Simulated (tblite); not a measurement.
Compound: C6H11NSi.
SMILES: `CN(C)C1=C[SiH2]C=C1`

Computed with GFN2-xTB (tblite): harmonic, unscaled wavenumbers at the GFN2-xTB geometry, gas phase. Errors from tens to a few hundred cm⁻¹ against measured bands are possible. Modes of hydrogen on silicon can be 10 to 20 % off.

Harmonic wavenumbers (cm⁻¹): 76.5, 92.4, 133.7, 194.7, 227.2, 264.9, 304.8, 362.0, 441.6, 469.1, 488.2, 498.5, 557.3, 578.0, 623.2, 724.5, 756.1, 772.9, 788.8, 861.4, 869.1, 908.5, 982.7, 1046.3, 1086.4, 1121.8, 1123.9, 1135.8, 1210.0, 1255.5, 1305.8, 1374.1, 1411.2, 1426.2, 1473.9, 1483.8, 1493.7, 1498.7, 1562.6, 1617.6, 2214.1, 2226.2, 2882.6, 2886.3, 2971.3, 2997.5, 3023.2, 3049.7, 3067.6, 3093.8, 3113.4.

A = 3767, B = 1127, C = 904.3 MHz; mass 125.066 u (most abundant isotopes); point group C1, symmetry number 1.

Question: Zero-point energy?

Answer: Half the sum of the wavenumbers: 33065 cm⁻¹ = 94.54 kcal/mol.

Question: Entropy at 350 K, 1 bar (ideal gas, RRHO, classical rotation)?

Answer: Translation 41.21, rotation 29.30, vibration 30.38: S = 100.9 cal/(mol K).

Question: And Cp and H(350 K) − H(0)?

Answer: Cp = 43.64 cal/(mol K), of which vibrations give 35.69 (their classical limit is 51 R = 101.3); H(350 K) − H(0) = 8.76 kcal/mol without the zero-point energy, 5.98 from vibrations.

Question: What must be added to the electronic energy to get the Gibbs energy at 350 K and 1 bar?

Answer: ZPE + [H(350 K) − H(0)] − T·S = 94.54 + 8.76 − 35.31 = 67.99 kcal/mol.

Question: How do the functions run with temperature in this model?

Answer: 
```tsv
T (K)	S (cal/(mol K))	Cp (cal/(mol K))	H − H(0) (kcal/mol)	G − H(0) (kcal/mol)	ln q(vib)
100	66.3	16.9	1.17	-5.46	1.02
200	81.3	27.7	3.39	-12.86	3.13
300	94.6	38.5	6.70	-21.66	5.48
500	118.8	56.9	16.34	-43.05	10.42
800	149.8	74.7	36.33	-83.48	17.73
1000	167.3	82.5	52.10	-115.23	22.31
```

q(vib) and H(0) count from the zero-point level.

Question: Which modes carry the vibrational entropy at 350 K?

Answer: 76.5 cm⁻¹: 4.29; 92.4 cm⁻¹: 3.92; 133.7 cm⁻¹: 3.20; 194.7 cm⁻¹: 2.48; 227.2 cm⁻¹: 2.19; 264.9 cm⁻¹: 1.91 cal/(mol K); the other 45 give 12.38 together.

Hindered rotation and anharmonicity are outside this model. The structure is chiral; the term R ln 2 for an equal mix with its mirror image is left out.

Shape of the structure used: `[CH3:1][N:2]([CH3:3])[C:4]1=[CH:5][SiH2:6][CH:7]=[CH:8]1`: C1–N2–C4–C5 148°.
